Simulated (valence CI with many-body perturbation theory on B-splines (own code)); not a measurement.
## Ru¹²⁺: electric-dipole lines

Computed by valence CI with perturbative core correlation (CI+MBPT): four valence electrons over a frozen Dirac-Fock core [Ar] 3d10, a basis of 11 s, 11 p, 9 d, 7 f, 5 g, 2 h, 1 i functions for each j, with the one-electron correlation potential Σ1, the two-electron term Σ2, the three-electron term Σ3, Breit, model QED; selected CI, second order for the rest, scaled by the run's own slope (own B-spline code, finite nucleus).

No measured levels were compared; by estimate levels hold to about 250 cm⁻¹ or 0.2 % of their energy and the worst to 1 %, as in measured heavy ions of charge 2 to 7; those with d or f electrons hold less well.

Lines 151 to 200 of 234 in falling wavelength, among levels below 101.74 eV, chosen from the strongest by gf and those to the six lowest levels. Wavelengths and rates use the calculated energies, so an error of 800 cm⁻¹ moves a line at 217.3 Å by 0.17 % and its rate by three times that or more. Electric multipoles are in the length gauge, E1 and E2 with the static RPA response of the core. Weak lines are less certain than strong ones. Lines between different terms over intervals too small for the method are left out, as are lines whose strength nearly cancels. Where a level lies close to another of its J and parity, the split of strength between their lines is uncertain. The highest levels of a list are the least certain.

Names give the largest LS component (configuration and term), which can be under half, so a name can repeat, a term be missing and a line seem to break the LS rules; names also repeat where a configuration has a term twice. Letters in brackets count levels of one name in rising energy.

| λ vac (Å) | Upper | Lower | A (s⁻¹) | log gf | Branch % |
| --- | --- | --- | --- | --- | --- |
| 217.3 | 4s2 4p 4d 3P°_2 | 4s2 4p2 3P_1 | 4.09e+10 | 0.16 | 49.0 |
| 217.3 | 4s 4p2 4d 3F_2 [b] | 4s 4p3 3P°_2 | 6.53e+09 | -0.64 | 5.6 |
| 217.2 | 4s 4p2 4d 3F_3 [c] | 4s 4p3 3P°_2 | 6.39e+09 | -0.50 | 5.3 |
| 216.2 | 4s 4p2 4d 3P_1 [b] | 4s 4p3 3P°_1 | 4.57e+10 | -0.02 | 52.6 |
| 215.9 | 4s2 4p 4d 1P°_1 | 4s2 4p2 1S_0 | 1.01e+11 | 0.32 | 97.4 |
| 215.7 | 4s 4p2 4d 3D_3 [a] | 4s 4p3 3D°_3 | 2.55e+10 | 0.09 | 57.3 |
| 215.4 | 4s 4p2 4d 3D_2 [d] | 4s 4p3 3P°_2 | 3.54e+10 | 0.09 | 41.9 |
| 215.1 | 4s 4p2 4d 3F_2 [a] | 4s 4p3 5S°_2 | 5.37e+08 | -1.73 | 11.3 |
| 214.9 | 4s 4p2 4d 3P_0 [a] | 4s 4p3 3D°_1 | 2.41e+10 | -0.78 | 38.8 |
| 214.4 | 4s 4p2 4d 3P_1 [b] | 4s 4p3 3P°_0 | 2.29e+10 | -0.32 | 26.4 |
| 213.3 | 4s 4p2 4d 3S_1 | 4s 4p3 3P°_2 | 3.56e+10 | -0.14 | 39.1 |
| 213.1 | 4s 4p2 4d 3D_2 [a] | 4s 4p3 3D°_1 | 2.73e+10 | -0.03 | 54.0 |
| 213.0 | 4s 4p2 4d 3D_3 [c] | 4s 4p3 3P°_2 | 2.66e+10 | 0.10 | 63.8 |
| 212.9 | 4s 4p2 4d 1G_4 | 4s 4p3 3D°_3 | 1.02e+10 | -0.21 | 75.5 |
| 212.5 | 4s2 4p 4d 3D°_1 | 4s2 4p2 3P_1 | 1.06e+10 | -0.67 | 8.5 |
| 212.4 | 4s 4p2 4d 3P_2 [b] | 4s 4p3 3P°_2 | 2.40e+10 | -0.09 | 27.7 |
| 212.3 | 4s 4p2 4d 3D_3 [b] | 4s 4p3 3D°_3 | 2.20e+10 | 0.02 | 30.6 |
| 211.4 | 4s 4p2 4d 3S_1 | 4s 4p3 3P°_1 | 5.48e+09 | -0.96 | 6.0 |
| 210.9 | 4s 4p2 4d 3D_3 [a] | 4s 4p3 3D°_2 | 5.87e+09 | -0.56 | 13.2 |
| 210.6 | 4s2 4p 4d 1D°_2 | 4s2 4p2 3P_2 | 1.61e+10 | -0.27 | 16.5 |
| 210.5 | 4s 4p2 4d 3D_1 [a] | 4s 4p3 3D°_2 | 2.73e+10 | -0.26 | 52.9 |
| 210.5 | 4s 4p2 4d 3P_2 [b] | 4s 4p3 3P°_1 | 2.76e+10 | -0.04 | 31.8 |
| 210.2 | 4s 4p2 4d 3F_3 [a] | 4s 4p3 5S°_2 | 7.58e+09 | -0.45 | 70.6 |
| 209.7 | 4s 4p2 4d 3S_1 | 4s 4p3 3P°_0 | 1.14e+10 | -0.65 | 12.5 |
| 209.5 | 4s 4p2 4d 3D_2 [b] | 4s 4p3 3D°_3 | 1.71e+10 | -0.25 | 17.8 |
| 209.4 | 4s 4p2 4d 3D_1 [a] | 4s 4p3 3D°_1 | 1.13e+10 | -0.65 | 21.8 |
| 207.7 | 4s 4p2 4d 3D_3 [b] | 4s 4p3 3D°_2 | 2.89e+10 | 0.12 | 40.2 |
| 205.9 | 4s 4p2 4d 3F_3 [b] | 4s 4p3 3D°_3 | 4.49e+10 | 0.30 | 55.0 |
| 205.8 | 4s2 4p 4d 3P°_1 | 4s2 4p2 3P_2 | 2.22e+10 | -0.37 | 20.6 |
| 205.7 | 4s2 4p 4d 1D°_2 | 4s2 4p2 3P_1 | 5.36e+10 | 0.23 | 55.0 |
| 205.5 | 4s 4p2 4d 3P_2 [a] | 4s 4p3 5S°_2 | 6.96e+07 | -2.66 | 0.1 |
| 205.2 | 4s 4p2 4d 5P_3 | 4s 4p3 5S°_2 | 1.05e+11 | 0.66 | 95.9 |
| 205.0 | 4s 4p2 4d 3D_2 [b] | 4s 4p3 3D°_2 | 6.10e+10 | 0.28 | 63.7 |
| 205.0 | 4s2 4p 4d 3D°_3 | 4s2 4p2 3P_2 | 1.14e+11 | 0.70 | 87.0 |
| 204.8 | 4s2 4p 4d 1F°_3 | 4s2 4p2 1D_2 | 1.25e+11 | 0.74 | 81.8 |
| 204.0 | 4s 4p2 4d 3D_2 [b] | 4s 4p3 3D°_1 | 3.94e+09 | -0.91 | 4.1 |
| 204.0 | 4s2 4p 4d 3D°_2 | 4s2 4p2 3P_2 | 3.98e+10 | 0.09 | 35.2 |
| 203.7 | 4s 4p2 4d 3D_1 [b] | 4s 4p3 3D°_2 | 6.73e+09 | -0.90 | 8.7 |
| 202.9 | 4s 4p2 4d 5P_2 | 4s 4p3 5S°_2 | 1.22e+11 | 0.58 | 98.8 |
| 202.8 | 4s2 4p 4d 3P°_0 | 4s2 4p2 3P_1 | 8.83e+10 | -0.26 | 100.0 |
| 202.7 | 4s 4p2 4d 3D_1 [b] | 4s 4p3 3D°_1 | 3.76e+10 | -0.16 | 48.7 |
| 202.4 | 4s 4p2 4d 3D_1 [c] | 4s 4p3 3D°_2 | 1.11e+10 | -0.69 | 14.6 |
| 201.8 | 4s 4p2 4d 5P_1 | 4s 4p3 5S°_2 | 1.20e+11 | 0.34 | 97.0 |
| 201.5 | 4s 4p2 4d 3F_3 [b] | 4s 4p3 3D°_2 | 2.34e+10 | 0.00 | 28.6 |
| 201.5 | 4s2 4p 4d 1P°_1 | 4s2 4p2 1D_2 | 4.39e+07 | -3.10 | 0.0 |
| 201.4 | 4s2 4p 4d 3D°_1 | 4s2 4p2 3P_0 | 1.09e+11 | 0.30 | 87.9 |
| 201.4 | 4s 4p2 4d 3D_1 [c] | 4s 4p3 3D°_1 | 1.01e+10 | -0.73 | 13.3 |
| 201.3 | 4s 4p2 4d 3F_3 [c] | 4s 4p3 3D°_3 | 6.74e+09 | -0.54 | 5.6 |
| 201.1 | 4s2 4p 4d 3P°_1 | 4s2 4p2 3P_1 | 7.02e+10 | 0.11 | 65.3 |
| 200.7 | 4s 4p2 4d 3D_2 [c] | 4s 4p3 3D°_2 | 7.07e+09 | -0.67 | 10.3 |
